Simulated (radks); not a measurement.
Ionisation of the gallium ion Ga3+, [Ar] 3d10, to [Ar] 3d9 as the strength of local exchange is varied. All-electron calculation, Dirac Kohn-Sham, Slater X-alpha exchange (alpha = 2/3 is LDA exchange), no correlation, spin-unpolarised, spherical densities, point nucleus. Program: a radial shooting solver on a logarithmic mesh with Libxc functionals.

alpha  E(Ga3+) (hartree)  exchange (hartree)  IE (eV)  -e of the level emptied (eV)  <r> of it (bohr)
0.553        -1924.64404           -57.05403   58.551                47.543 (3d5/2)            0.8095
0.667        -1936.44256           -69.24760   62.157                50.847 (3d5/2)            0.7923
0.689        -1938.72797           -71.61762   62.869                51.502 (3d5/2)            0.7892
0.712        -1941.12018           -74.10118   63.619                52.193 (3d5/2)            0.7859
0.909        -1961.73272           -95.61662   70.278                58.353 (3d5/2)            0.7591
0.937        -1964.68022           -98.70989   71.258                59.264 (3d5/2)            0.7556

NIST Atomic Spectra Database: 63.24 eV (measured). The Delta-SCF value meets it near alpha = 0.70. Spin polarisation and multiplet splitting are left out, so open shells lie too high by an amount that depends on their filling.

Beside tabulated values, note that spin-unpolarised runs miss the spin-polarisation part of the exchange energy of open shells.
